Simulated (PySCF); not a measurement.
revPBE on Fe⁻ (iron, charge -1), [Ar] 3d7 4s2, high-spin 4F determinant. Computed with PySCF 2.14 in x2c-QZVPPall with one added diffuse shell each of s, p, d, f, g type (12s8p6d5f3g, 128 functions), with scalar relativity by spin-free X2C-1e.

```
cycle= 1 E= -1272.23916272134  delta_E= 0.303  |g|= 0.987  |ddm|= 2.13
cycle= 2 E= -1271.43700218863  delta_E= 0.802  |g|= 2.24  |ddm|= 8.23
cycle= 3 E= -1272.3814137025  delta_E= -0.944  |g|= 0.678  |ddm|= 8.07
cycle= 4 E= -1272.46827342366  delta_E= -0.0869  |g|= 0.493  |ddm|=  1.7
cycle= 5 E= -1272.58525886701  delta_E= -0.117  |g|= 0.0422  |ddm|= 1.45
cycle= 6 E= -1272.58337256311  delta_E= 0.00189  |g|= 0.0764  |ddm|= 0.163
cycle= 7 E= -1272.58479049933  delta_E= -0.00142  |g|= 0.0508  |ddm|= 0.0485
cycle= 8 E= -1272.58598197867  delta_E= -0.00119  |g|= 0.00614  |ddm|= 0.132
cycle= 9 E= -1272.58599472804  delta_E= -1.27e-05  |g|= 0.000762  |ddm|= 0.0183
cycle= 10 E= -1272.5859953956  delta_E= -6.68e-07  |g|= 0.000412  |ddm|= 0.0408
cycle= 11 E= -1272.5859949008  delta_E= 4.95e-07  |g|= 0.000338  |ddm|= 0.0406
cycle= 12 E= -1272.58599493105  delta_E= -3.02e-08  |g|= 2.12e-05  |ddm|= 0.0116
cycle= 13 E= -1272.58599493135  delta_E= -3e-10  |g|= 7.73e-06  |ddm|= 0.00077
converged SCF energy = -1272.58599493135  <S^2> = 3.8282362  2S+1 = 4.0389287
```

Highest occupied orbital energy: 2.568 eV; ⟨L²⟩ = 12.04; populations by l: s 8.00, p 12.00, d 7.00, f 0.00.

**Question.** Can this result be used?

**Answer.** With care. Self-consistency was reached. ⟨S²⟩ = 3.83 against 3.75 shows spin contamination. At revPBE the highest occupied level has a positive energy, so only the finite basis holds that electron; in a semilocal or global hybrid functional this comes from self-interaction and does not mean that the real anion is unbound.
